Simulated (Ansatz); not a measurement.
Relaxation of the cluster Li₁₀⁺ with UKS PBE0/def2-TZVP.

```sh
$ ansatz run in.yaml --threads 4 --pin off --events-out ev --progress --plain --max-ram 3916MiB
```

```yaml
crystal:
  periodic: [false, false, false]
  atoms:
    - {symbol: Li, position_ang: [-2.483690, 3.310740, 0.074670]}
    - {symbol: Li, position_ang: [0.501240, 2.924860, 0.092840]}
    - {symbol: Li, position_ang: [-1.209590, 0.965030, -0.090080]}
    - {symbol: Li, position_ang: [2.748960, -2.028210, -0.248650]}
    - {symbol: Li, position_ang: [-2.649520, -1.283340, -0.050020]}
    - {symbol: Li, position_ang: [1.180070, -3.968330, 0.009270]}
    - {symbol: Li, position_ang: [1.632770, 0.563040, 0.085180]}
    - {symbol: Li, position_ang: [-0.066270, -1.645860, -0.043470]}
    - {symbol: Li, position_ang: [4.230300, -0.064790, 0.080610]}
    - {symbol: Li, position_ang: [-3.884270, 1.226860, 0.089630]}
basis:
  gaussian: {orbitals: def2-TZVP}
total_charge: 1
magnetization: {spin_polarized: true, initial_magnetization: 1}
hamiltonian: {xc: pbe0}
scf: {lower_state_search: "off"}
output: {orbitals: {seedname: orbitals}}
relax: {f_tol: 0.02, max_steps: 100}
```

Run time 2.2 min (4 threads of Intel Xeon Platinum 8488C on a shared host).

Positions (Å) and forces (eV/Å) at steps 1, 2, 3, 4, 5, 6, 7, 8, 9, 10, 11, 12, 13, 14, 15, 16, 17, 18, 19, 20, 21, 22, 23, 24, 25, 26, 27, 28 of 66:

```xyz
10
step=1 energy=-2034.2242 eV
Li   -2.484    3.311    0.075    0.109    0.812    0.001
Li    0.501    2.925    0.093    0.165    0.605    0.021
Li   -1.210    0.965   -0.090    0.023   -0.103   -0.042
Li    2.749   -2.028   -0.249    0.180   -0.178   -0.239
Li   -2.650   -1.283   -0.050   -0.402   -0.447   -0.018
Li    1.180   -3.968    0.009   -0.297   -0.927    0.105
Li    1.633    0.563    0.085   -0.057   -0.246    0.022
Li   -0.066   -1.646   -0.043    0.249    0.198   -0.006
Li    4.230   -0.065    0.081    0.827    0.521    0.120
Li   -3.884    1.227    0.090   -0.797   -0.235    0.037
10
step=2 energy=-2034.8672 eV
Li   -2.488    3.458    0.074   -0.003    0.398   -0.003
Li    0.537    3.044    0.096    0.113    0.335    0.009
Li   -1.230    0.968   -0.096   -0.093    0.017   -0.013
Li    2.805   -2.073   -0.296    0.198   -0.149   -0.165
Li   -2.731   -1.381   -0.055   -0.219   -0.282   -0.013
Li    1.126   -4.155    0.030   -0.204   -0.508    0.070
Li    1.639    0.526    0.092    0.068   -0.064    0.025
Li   -0.016   -1.628   -0.045    0.125    0.005   -0.006
Li    4.400    0.028    0.103    0.447    0.291    0.076
Li   -4.041    1.213    0.097   -0.433   -0.043    0.021
10
step=3 energy=-2035.2280 eV
Li   -2.535    3.597    0.070   -0.031    0.173   -0.004
Li    0.569    3.159    0.096    0.036    0.145    0.000
Li   -1.308    1.007   -0.087   -0.016    0.001    0.012
Li    2.931   -2.167   -0.370    0.125   -0.067   -0.083
Li   -2.808   -1.479   -0.061   -0.089   -0.126   -0.005
Li    1.054   -4.333    0.060   -0.125   -0.230    0.038
Li    1.709    0.529    0.105    0.038   -0.019    0.007
Li    0.033   -1.661   -0.051    0.068    0.010   -0.012
Li    4.570    0.113    0.135    0.213    0.115    0.039
Li   -4.215    1.235    0.104   -0.220    0.000    0.008
10
step=4 energy=-2035.3655 eV
Li   -2.628    3.695    0.059   -0.011    0.027   -0.002
Li    0.561    3.255    0.087   -0.019    0.030   -0.003
Li   -1.364    1.035   -0.020    0.001    0.023    0.016
Li    3.062   -2.264   -0.433    0.048    0.006   -0.008
Li   -2.846   -1.552   -0.055   -0.007   -0.040    0.004
Li    0.924   -4.455    0.090   -0.084   -0.042    0.007
Li    1.818    0.552    0.088    0.042    0.025   -0.004
Li    0.106   -1.645   -0.092    0.031   -0.017   -0.015
Li    4.759    0.135    0.179    0.061   -0.003    0.006
Li   -4.392    1.246    0.099   -0.062   -0.010   -0.001
10
step=5 energy=-2035.4083 eV
Li   -2.704    3.690    0.054   -0.004   -0.010    0.000
Li    0.515    3.304    0.071   -0.033    0.006   -0.005
Li   -1.373    1.049    0.041   -0.007    0.039    0.005
Li    3.092   -2.313   -0.390    0.029    0.028    0.014
Li   -2.795   -1.614   -0.022    0.017   -0.033    0.006
Li    0.726   -4.437    0.067   -0.089    0.032   -0.006
Li    1.932    0.634    0.042    0.049    0.027    0.001
Li    0.175   -1.553   -0.151    0.036   -0.033   -0.010
Li    4.881    0.064    0.198    0.015   -0.037   -0.006
Li   -4.450    1.177    0.091   -0.012   -0.019    0.001
10
step=6 energy=-2035.4461 eV
Li   -2.759    3.672    0.054   -0.013   -0.017    0.002
Li    0.465    3.333    0.055   -0.025   -0.005   -0.008
Li   -1.381    1.067    0.056   -0.008    0.020    0.003
Li    3.104   -2.337   -0.340    0.011    0.019    0.021
Li   -2.730   -1.672    0.003    0.038   -0.029    0.006
Li    0.537   -4.385    0.039   -0.079    0.067   -0.011
Li    2.029    0.706    0.033    0.033    0.022    0.005
Li    0.240   -1.476   -0.188    0.026   -0.015   -0.009
Li    4.966   -0.012    0.194    0.002   -0.041   -0.009
Li   -4.472    1.105    0.092    0.016   -0.020    0.000
10
step=7 energy=-2035.4820 eV
Li   -2.804    3.649    0.058   -0.024   -0.013    0.003
Li    0.422    3.345    0.034   -0.013   -0.013   -0.012
Li   -1.385    1.077    0.067   -0.007    0.002    0.004
Li    3.101   -2.351   -0.291   -0.002    0.002    0.021
Li   -2.654   -1.730    0.022    0.045   -0.024    0.006
Li    0.363   -4.301    0.015   -0.063    0.072   -0.010
Li    2.104    0.764    0.042    0.019    0.020    0.011
Li    0.295   -1.400   -0.223    0.016    0.007   -0.014
Li    5.020   -0.085    0.182    0.003   -0.035   -0.009
Li   -4.463    1.033    0.093    0.025   -0.019    0.000
10
step=8 energy=-2035.5154 eV
Li   -2.851    3.626    0.066   -0.029   -0.009    0.005
Li    0.387    3.339    0.002   -0.004   -0.019   -0.017
Li   -1.390    1.081    0.081   -0.004   -0.006    0.009
Li    3.091   -2.368   -0.242   -0.013   -0.012    0.022
Li   -2.568   -1.788    0.039    0.033   -0.007    0.006
Li    0.202   -4.194   -0.004   -0.035    0.052   -0.006
Li    2.165    0.812    0.072    0.011    0.018    0.021
Li    0.344   -1.317   -0.274    0.012    0.027   -0.029
Li    5.058   -0.156    0.165    0.006   -0.027   -0.010
Li   -4.438    0.965    0.094    0.022   -0.017    0.000
10
step=9 energy=-2035.5537 eV
Li   -2.928    3.602    0.090   -0.015   -0.007    0.009
Li    0.352    3.303   -0.081   -0.001   -0.022   -0.033
Li   -1.403    1.083    0.126   -0.006   -0.009    0.025
Li    3.067   -2.405   -0.153   -0.023   -0.004    0.035
Li   -2.475   -1.823    0.065    0.005    0.024    0.010
Li    0.066   -4.057   -0.023    0.013    0.017   -0.001
Li    2.234    0.860    0.171    0.003   -0.009    0.046
Li    0.396   -1.199   -0.414    0.015    0.042   -0.070
Li    5.103   -0.252    0.125   -0.001   -0.017   -0.019
Li   -4.412    0.889    0.093    0.010   -0.014   -0.002
10
step=10 energy=-2035.5979 eV
Li   -2.962    3.585    0.113   -0.003   -0.005    0.012
Li    0.339    3.258   -0.172    0.003   -0.032   -0.052
Li   -1.413    1.077    0.193    0.005   -0.012    0.044
Li    3.032   -2.417   -0.063   -0.028    0.008    0.050
Li   -2.432   -1.808    0.090    0.003    0.027    0.013
Li    0.045   -3.982   -0.032    0.028    0.017    0.000
Li    2.257    0.855    0.293   -0.012   -0.032    0.072
Li    0.421   -1.117   -0.591    0.012    0.049   -0.106
Li    5.116   -0.302    0.079   -0.011   -0.009   -0.029
Li   -4.403    0.852    0.090    0.002   -0.011   -0.003
10
step=11 energy=-2035.6554 eV
Li   -2.974    3.570    0.136    0.008   -0.007    0.014
Li    0.337    3.206   -0.267    0.008   -0.048   -0.067
Li   -1.412    1.068    0.268    0.014   -0.016    0.054
Li    2.995   -2.412    0.027   -0.036    0.022    0.056
Li   -2.394   -1.791    0.111    0.006    0.031    0.009
Li    0.043   -3.919   -0.040    0.037    0.022   -0.005
Li    2.250    0.825    0.421   -0.035   -0.053    0.079
Li    0.441   -1.044   -0.771    0.017    0.060   -0.103
Li    5.111   -0.329    0.030   -0.028    0.000   -0.035
Li   -4.398    0.826    0.086    0.007   -0.010   -0.003
10
step=12 energy=-2035.7229 eV
Li   -2.971    3.553    0.161    0.020   -0.010    0.014
Li    0.342    3.132   -0.383    0.010   -0.070   -0.072
Li   -1.398    1.053    0.356    0.022   -0.014    0.050
Li    2.950   -2.394    0.126   -0.040    0.030    0.050
Li   -2.350   -1.772    0.127    0.006    0.036    0.000
Li    0.045   -3.850   -0.057    0.045    0.021   -0.015
Li    2.217    0.775    0.561   -0.053   -0.062    0.062
Li    0.466   -0.958   -0.945    0.026    0.068   -0.055
Li    5.085   -0.341   -0.028   -0.052    0.008   -0.035
Li   -4.385    0.801    0.083    0.017   -0.009   -0.001
10
step=13 energy=-2035.7971 eV
Li   -2.928    3.533    0.188    0.026   -0.007    0.011
Li    0.362    3.008   -0.532    0.005   -0.084   -0.062
Li   -1.366    1.031    0.458    0.009    0.004    0.041
Li    2.887   -2.354    0.224   -0.023    0.008    0.038
Li   -2.315   -1.734    0.120    0.020    0.009   -0.008
Li    0.086   -3.789   -0.097    0.015    0.025   -0.023
Li    2.134    0.692    0.698   -0.033   -0.021    0.059
Li    0.497   -0.854   -1.045    0.026    0.044   -0.028
Li    4.997   -0.318   -0.096   -0.067    0.021   -0.031
Li   -4.354    0.786    0.082    0.022    0.001    0.003
10
step=14 energy=-2035.8523 eV
Li   -2.878    3.527    0.208    0.021    0.000    0.006
Li    0.373    2.858   -0.664    0.005   -0.066   -0.049
Li   -1.353    1.023    0.541    0.005   -0.007    0.028
Li    2.848   -2.347    0.296   -0.016    0.007    0.033
Li   -2.274   -1.721    0.101    0.020    0.015   -0.013
Li    0.100   -3.745   -0.148    0.010    0.011   -0.031
Li    2.076    0.663    0.824   -0.038   -0.022    0.030
Li    0.543   -0.774   -1.088    0.041    0.030    0.023
Li    4.881   -0.272   -0.159   -0.065    0.025   -0.033
Li   -4.316    0.787    0.090    0.018    0.007    0.006
10
step=15 energy=-2035.9015 eV
Li   -2.824    3.531    0.222    0.022    0.001    0.000
Li    0.383    2.711   -0.791   -0.008   -0.048   -0.008
Li   -1.342    1.009    0.614    0.004    0.025    0.007
Li    2.816   -2.346    0.390   -0.005   -0.011    0.031
Li   -2.225   -1.691    0.064    0.025    0.005   -0.014
Li    0.118   -3.726   -0.231    0.008    0.005   -0.031
Li    1.996    0.628    0.931   -0.010    0.021    0.043
Li    0.626   -0.718   -1.051    0.034   -0.030   -0.001
Li    4.730   -0.205   -0.252   -0.081    0.022   -0.035
Li   -4.279    0.806    0.105    0.010    0.010    0.008
10
step=16 energy=-2035.9391 eV
Li   -2.784    3.544    0.221    0.015    0.005   -0.003
Li    0.384    2.627   -0.829    0.009   -0.013   -0.011
Li   -1.334    1.026    0.639   -0.008   -0.006    0.007
Li    2.800   -2.367    0.474   -0.002   -0.005    0.034
Li   -2.172   -1.672    0.033    0.033    0.013   -0.013
Li    0.137   -3.733   -0.299    0.008   -0.010   -0.033
Li    1.951    0.647    1.025   -0.035   -0.005    0.000
Li    0.707   -0.744   -1.039    0.055   -0.003    0.054
Li    4.565   -0.154   -0.346   -0.080    0.012   -0.043
Li   -4.255    0.825    0.122    0.005    0.012    0.008
10
step=17 energy=-2035.9765 eV
Li   -2.753    3.556    0.216    0.013    0.006   -0.006
Li    0.396    2.596   -0.854    0.001   -0.024    0.005
Li   -1.340    1.029    0.652    0.005    0.021   -0.002
Li    2.791   -2.391    0.563   -0.002   -0.013    0.033
Li   -2.106   -1.649    0.004    0.035    0.005   -0.009
Li    0.161   -3.751   -0.369    0.019   -0.002   -0.030
Li    1.889    0.651    1.070   -0.009    0.025    0.047
Li    0.804   -0.755   -0.969    0.026   -0.032   -0.003
Li    4.402   -0.128   -0.450   -0.087    0.006   -0.041
Li   -4.245    0.844    0.137    0.002    0.008    0.007
10
step=18 energy=-2036.0083 eV
Li   -2.732    3.571    0.200    0.009    0.006   -0.008
Li    0.412    2.561   -0.854    0.014   -0.012   -0.005
Li   -1.339    1.050    0.655   -0.011    0.008    0.006
Li    2.780   -2.415    0.638    0.000   -0.003    0.022
Li   -2.035   -1.632   -0.010    0.034    0.002   -0.004
Li    0.197   -3.768   -0.433    0.017   -0.003   -0.032
Li    1.850    0.673    1.144   -0.020   -0.003    0.004
Li    0.871   -0.786   -0.945    0.019   -0.004    0.040
Li    4.233   -0.113   -0.546   -0.069    0.002   -0.029
Li   -4.237    0.858    0.151    0.006    0.008    0.005
10
step=19 energy=-2036.0321 eV
Li   -2.708    3.593    0.167    0.002    0.009   -0.013
Li    0.443    2.522   -0.863    0.005   -0.017   -0.002
Li   -1.354    1.080    0.673    0.000    0.004    0.005
Li    2.774   -2.434    0.705   -0.002    0.000    0.009
Li   -1.951   -1.626   -0.004    0.023    0.001    0.014
Li    0.251   -3.784   -0.531    0.018    0.001   -0.029
Li    1.800    0.679    1.195   -0.002    0.004    0.026
Li    0.906   -0.803   -0.869   -0.014   -0.016    0.001
Li    4.060   -0.101   -0.635   -0.030    0.005   -0.012
Li   -4.221    0.874    0.162    0.001    0.010    0.001
10
step=20 energy=-2036.0461 eV
Li   -2.681    3.636    0.090    0.006   -0.006   -0.018
Li    0.484    2.425   -0.881   -0.014   -0.001   -0.002
Li   -1.362    1.130    0.725   -0.021    0.024    0.005
Li    2.742   -2.441    0.758   -0.013    0.018   -0.030
Li   -1.814   -1.604    0.093   -0.018   -0.052    0.043
Li    0.347   -3.822   -0.702   -0.005    0.020   -0.015
Li    1.736    0.651    1.270   -0.001   -0.015    0.005
Li    0.861   -0.835   -0.814    0.057    0.009    0.002
Li    3.884   -0.048   -0.700   -0.002   -0.013    0.014
Li   -4.198    0.906    0.161    0.011    0.015   -0.002
10
step=21 energy=-2036.0599 eV
Li   -2.661    3.659   -0.004    0.000   -0.003   -0.019
Li    0.475    2.382   -0.885   -0.005    0.006    0.006
Li   -1.390    1.166    0.759    0.015   -0.018    0.002
Li    2.715   -2.443    0.730   -0.015   -0.013   -0.015
Li   -1.753   -1.662    0.269    0.044   -0.005    0.032
Li    0.373   -3.800   -0.840   -0.005    0.016   -0.006
Li    1.700    0.625    1.321   -0.011    0.001    0.002
Li    0.899   -0.828   -0.794   -0.059    0.007   -0.006
Li    3.821   -0.035   -0.702    0.041    0.005    0.011
Li   -4.178    0.938    0.146   -0.004    0.004   -0.007
10
step=22 energy=-2036.0764 eV
Li   -2.650    3.653   -0.084   -0.003   -0.013   -0.014
Li    0.470    2.387   -0.877    0.000    0.016    0.008
Li   -1.384    1.168    0.776   -0.002    0.001   -0.006
Li    2.664   -2.456    0.690   -0.029    0.006   -0.013
Li   -1.663   -1.696    0.434    0.046   -0.006    0.034
Li    0.369   -3.778   -0.931   -0.013    0.007   -0.009
Li    1.666    0.607    1.340   -0.001   -0.008    0.005
Li    0.856   -0.798   -0.800   -0.015    0.005   -0.007
Li    3.832   -0.029   -0.673    0.016   -0.006    0.007
Li   -4.160    0.941    0.124    0.001    0.000   -0.006
10
step=23 energy=-2036.0951 eV
Li   -2.660    3.634   -0.148   -0.009   -0.010   -0.015
Li    0.477    2.421   -0.851    0.014    0.014    0.006
Li   -1.387    1.178    0.773    0.006   -0.006   -0.001
Li    2.583   -2.452    0.663   -0.031    0.000   -0.006
Li   -1.542   -1.718    0.585    0.054   -0.004    0.033
Li    0.344   -3.764   -1.003   -0.013    0.007   -0.012
Li    1.649    0.585    1.356   -0.013   -0.003   -0.003
Li    0.842   -0.768   -0.824   -0.016    0.018   -0.006
Li    3.845   -0.048   -0.655    0.011   -0.011    0.007
Li   -4.152    0.930    0.105   -0.003   -0.006   -0.003
10
step=24 energy=-2036.1154 eV
Li   -2.673    3.614   -0.210   -0.013   -0.015   -0.016
Li    0.496    2.454   -0.828    0.024    0.016    0.005
Li   -1.386    1.185    0.770    0.005   -0.013   -0.002
Li    2.498   -2.450    0.645   -0.034    0.002   -0.006
Li   -1.410   -1.738    0.727    0.064    0.000    0.024
Li    0.319   -3.747   -1.078   -0.012    0.014   -0.010
Li    1.622    0.569    1.367   -0.013   -0.001    0.001
Li    0.830   -0.730   -0.849   -0.024    0.015   -0.001
Li    3.850   -0.073   -0.636    0.010   -0.015    0.005
Li   -4.146    0.916    0.092   -0.007   -0.002   -0.001
10
step=25 energy=-2036.1385 eV
Li   -2.688    3.586   -0.274   -0.036   -0.005   -0.026
Li    0.523    2.486   -0.805    0.034    0.008    0.001
Li   -1.386    1.185    0.762    0.020   -0.028    0.002
Li    2.409   -2.445    0.630   -0.028   -0.006   -0.003
Li   -1.267   -1.756    0.859    0.079    0.009    0.028
Li    0.295   -3.722   -1.151    0.013    0.017   -0.018
Li    1.597    0.555    1.383   -0.031   -0.009    0.017
Li    0.816   -0.692   -0.868   -0.044    0.017    0.003
Li    3.849   -0.103   -0.621   -0.008   -0.022   -0.004
Li   -4.147    0.906    0.084    0.002    0.017    0.000
10
step=26 energy=-2036.1676 eV
Li   -2.719    3.570   -0.345   -0.016   -0.012   -0.024
Li    0.558    2.506   -0.786    0.058    0.002   -0.014
Li   -1.381    1.182    0.755    0.020   -0.029    0.013
Li    2.334   -2.446    0.620   -0.033   -0.004    0.013
Li   -1.114   -1.771    0.983    0.068    0.003    0.023
Li    0.302   -3.694   -1.228    0.011    0.026   -0.019
Li    1.554    0.528    1.416   -0.023   -0.013    0.035
Li    0.789   -0.655   -0.877   -0.046    0.017   -0.003
Li    3.820   -0.140   -0.619   -0.025    0.003   -0.020
Li   -4.143    0.920    0.080   -0.014    0.008   -0.004
10
step=27 energy=-2036.2087 eV
Li   -2.726    3.529   -0.422   -0.005   -0.029   -0.024
Li    0.662    2.504   -0.789    0.080   -0.032   -0.009
Li   -1.359    1.160    0.759    0.019   -0.011    0.013
Li    2.244   -2.431    0.635   -0.014    0.014    0.008
Li   -0.957   -1.794    1.097    0.034   -0.010    0.042
Li    0.321   -3.642   -1.307    0.015    0.037   -0.035
Li    1.503    0.487    1.486   -0.019   -0.013    0.025
Li    0.728   -0.608   -0.877   -0.034    0.016    0.015
Li    3.734   -0.137   -0.658   -0.051    0.014   -0.027
Li   -4.151    0.932    0.076   -0.026    0.013   -0.009
10
step=28 energy=-2036.2688 eV
Li   -2.717    3.469   -0.515   -0.020   -0.002   -0.023
Li    0.807    2.467   -0.788    0.111   -0.090   -0.020
Li   -1.340    1.144    0.768    0.033   -0.022    0.016
Li    2.174   -2.402    0.644    0.022    0.011    0.051
Li   -0.823   -1.833    1.234    0.024   -0.005    0.036
Li    0.349   -3.565   -1.404    0.009    0.083   -0.046
Li    1.454    0.443    1.565    0.015   -0.029    0.046
Li    0.655   -0.568   -0.851   -0.072    0.003    0.006
Li    3.615   -0.109   -0.717   -0.093    0.049   -0.040
Li   -4.174    0.955    0.065   -0.031    0.004   -0.027
```

The charge 1 doublet is spin-contaminated (final ⟨S²⟩ up to 0.85, 0.75 for a pure state). The relaxation made no stability test and no search for a lower SCF solution. The structure comes from a short search, and lower isomers may exist.
